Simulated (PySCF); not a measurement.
# ScF2: from structure and modes to constants

Level of theory: PySCF, UPBE0, basis Sc def2-TZVP, F def2-TZVP (no relativity, density fitting).

The doublet minimum has C2v symmetry. Masses (u): Sc 44.95591, F 18.99840.

```xyz
3
charge 0 multiplicity 2, angstrom
Sc    0.0000    0.0000   -0.4240
F     1.5785    0.0000    0.4915
F    -1.5785    0.0000    0.4915
```

Harmonic wavenumbers (cm⁻¹): 140.7 (a1, ×1), 663.6 (a1, ×1), 717.6 (b2, ×1).

(1) What is the harmonic zero-point energy?

(2) Find the vibrational entropy and heat capacity at 298.15 K.

Results:

(1) Half the sum of all 3 wavenumbers, 1522/2 = 761 cm⁻¹, which is 9.1 kJ/mol (1 cm⁻¹ = 0.0119627 kJ/mol).

(2) With u = 1.43878 ω/T, each mode gives S = R[u/(eᵘ−1) − ln(1−e⁻ᵘ)] and C = R u² eᵘ/(eᵘ−1)².
| ω (cm⁻¹) | u | S (J/(mol K)) | C (J/(mol K)) |
| --- | --- | --- | --- |
| 140.7 | 0.679 | 11.69 | 8.00 |
| 663.6 | 3.202 | 1.47 | 3.77 |
| 717.6 | 3.463 | 1.20 | 3.33 |
The sums over all modes are S = 14.4 and C = 15.1 J/(mol K); the softest mode gives 81 % of the entropy.

This need not be the most stable arrangement of these atoms. Open d and f shells are described by one determinant, and the ground state may have another occupation or spin.
